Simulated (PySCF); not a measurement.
**Computed properties of 5-fluorofuran-3-one (C4H3FO2), SMILES O1CC(=O)C=C1F**

5-fluorofuran-3-one (C₄H₃FO₂), SMILES O=C1C=C(F)OC1. The structure is a stationary point at PBE0-D3(BJ)/def2-SVP. The values are those of a single conformer. All values are computed for the isolated molecule unless a solvent is named; none is compared with measurement here.

**Structure.** The optimised structure has Cs symmetry. All 24 harmonic modes at PBE0-D3(BJ)/def2-SVP (PySCF) are real, so it is a minimum. With heavy atoms numbered as in [O:1]=[C:2]1[CH:3]=[C:4]([F:5])[O:6][CH2:7]1, the shortest bond between them is O1–C2 at 1.207 Å and the longest C2–C7 at 1.536 Å.

**Vibrations.** The strongest infrared lines (harmonic, unscaled, degenerate partners summed) lie at 1728 cm⁻¹ (564 km/mol, C 92 %), 1506 cm⁻¹ (296 km/mol, C 62 %, H 19 %, O 15 %), 1885 cm⁻¹ (289 km/mol, C 66 %, O 33 %). The softest mode is at 157 cm⁻¹ and the zero-point energy is 42.4 kcal/mol.

**Electronic structure.** B3LYP/def2-TZVP (PySCF) places the frontier levels at -7.27 and -1.39 eV, a gap of 5.88 eV, and gives a dipole moment of 2.15 D and a mean polarisability of 50.8 bohr³. PBE/def2-TZVP (PySCF) at the same geometry gives -5.85 and -2.08 eV, so its gap is 2.11 eV narrower. An orbital gap is neither the optical nor the fundamental gap.

**Excitations.** TDA-PBE0/def2-SVPD (PySCF) has S1 at 4.39 eV (282 nm, f = 0.000, dark); the most intense of the 10 singlets computed lies at 6.04 eV (f = 0.30). T1 (TDA) is at 3.89 eV, 0.50 eV under S1. TDA-PBE/def2-SVPD (PySCF) puts S1 at 3.92 eV. No vertical singlet excitation falls in the visible range (under 3.1 eV).

**NMR.** GIAO shifts at KT2/pcSseg-1 (PySCF) (non-relativistic, atoms alike by connectivity averaged): ¹³C from 78.1 to 184.2 ppm against TMS; ¹H from 4.7 to 5.1 ppm against TMS; ¹⁹F at -103.6 ppm against CFCl3.

**Solvation.** SMD-PBE0/def2-SVP (PySCF) gives -4.6 kcal/mol in water, -6.0 kcal/mol in tetrahydrofuran, -3.8 kcal/mol in n-hexane (1 M in both phases, gas-phase geometry); of these solvents tetrahydrofuran holds the molecule best.
